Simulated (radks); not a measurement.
Polarisability of neutral ruthenium, [Kr] 4d7 5s1, at imaginary frequency. All-electron calculation, scalar-relativistic Kohn-Sham, LDA (Slater exchange, VWN5 correlation), spin-polarised, spherical densities, finite nucleus; open shells are filled with parallel spins first (spin-orbit coupling, left out, can overturn this in heavy ions); Fermi nuclear charge, rms radius 4.4809 fm. Program: a radial shooting solver on a logarithmic mesh with Libxc functionals. Response by self-consistent Sternheimer equations with the Hartree and adiabatic LDA kernel, the relativistic mass of each level held fixed and spin-orbit coupling left out.

w (hartree),alpha1(iw) (bohr^3)
0.00266,56.31
0.0143,55.96
0.0360,54.10
0.0697,49.03
0.118,40.30
0.186,30.13
0.280,21.23
0.413,14.58
0.605,9.816
0.892,6.382
1.35,3.882
2.12,2.101
3.59,0.9397
6.94,0.3187
17.5,0.07130

Static values: alpha1 = 56.32 bohr^3 (8.346 angstrom^3; uncoupled 97.19). C6 = 526.8, triple-dipole C9 = 20090 atomic units. One-pole (London) frequency 4 C6 / (3 alpha1^2) = 0.221 hartree, against 0.154 for minus the highest occupied eigenvalue. Recommended static value: 72 bohr^3 (Schwerdtfeger and Nagle, 2023 table).
